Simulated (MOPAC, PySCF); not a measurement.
C$_{2}$H$_{6}$OSi, SMILES `C([SiH2]O)=C` (C–C–Si–O torsion -6°, C–Si–O–H torsion -73°), neutral singlet in the gas phase. 

Z-matrix (Å, degrees):
```
C
C 1 1.3305
H 2 1.0865 1 122.38
H 2 1.0867 3 116.19 1 -179.53
H 1 1.0899 2 118.26 3 0.08
Si 1 1.8572 5 118.86 2 -179.65
O 6 1.6492 1 111.37 5 173.14
H 7 0.9578 6 117.26 1 -72.85
H 6 1.4834 7 105.79 8 166.44
H 6 1.4914 9 108.91 7 119.45
```
Charge 0, spin multiplicity 1.

All levels are single points at this geometry (PBE0-D4/def2-TZVP); Pople sets use spherical d functions. Orbital energies aren't observables, and empty levels follow the basis.

BP86/6-31G* in PySCF gives dipole (D) = 1.69.

Question: Estimate the dipole (D) from each of these levels: B3LYP-D3(BJ)/def2-TZVP in PySCF; PBE-D3(BJ)/def2-TZVP in PySCF; PBE0-D4/def2-TZVP in PySCF; B3LYP/3-21G in PySCF; B3LYP/6-311+G** in PySCF; B3LYP/6-31G* in PySCF; B3LYP/LANL2DZ in PySCF; M06-2X/6-31G* in PySCF; SVWN5/6-31G* in PySCF; HF/STO-3G in PySCF; PM3 in MOPAC; PM6 in MOPAC.

Answer: 
```csv
level,dipole (D)
B3LYP-D3(BJ)/def2-TZVP in PySCF,1.61
PBE-D3(BJ)/def2-TZVP in PySCF,1.55
PBE0-D4/def2-TZVP in PySCF,1.62
B3LYP/3-21G in PySCF,1.90
B3LYP/6-311+G** in PySCF,1.72
B3LYP/6-31G* in PySCF,1.72
B3LYP/LANL2DZ in PySCF,2.06
M06-2X/6-31G* in PySCF,1.74
SVWN5/6-31G* in PySCF,1.71
HF/STO-3G in PySCF,1.27
PM3 in MOPAC,1.28
PM6 in MOPAC,1.90
```
